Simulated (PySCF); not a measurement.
Computed with B3LYP-D3(BJ)/def2-TZVP (PySCF). Isolated molecules, 0 K electronic values unless said otherwise. B3LYP has the VWN-RPA correlation part, as in Gaussian. 

Reference species (SMILES): `F[CH]F` (neutral, multiplicity 2).

- dipole moment: 1.37 D
- highest occupied spin orbital: -6.66 eV

Changed species: `[C](C)(F)F` (radical fragment; the reference has radical fragment).

**Question.** Give the shifts of the dipole moment and highest occupied spin orbital.

**Answer.** the dipole moment rises by 0.65 D, to 2.02 D; the highest occupied spin orbital rises by 0.45 eV, to -6.21 eV.
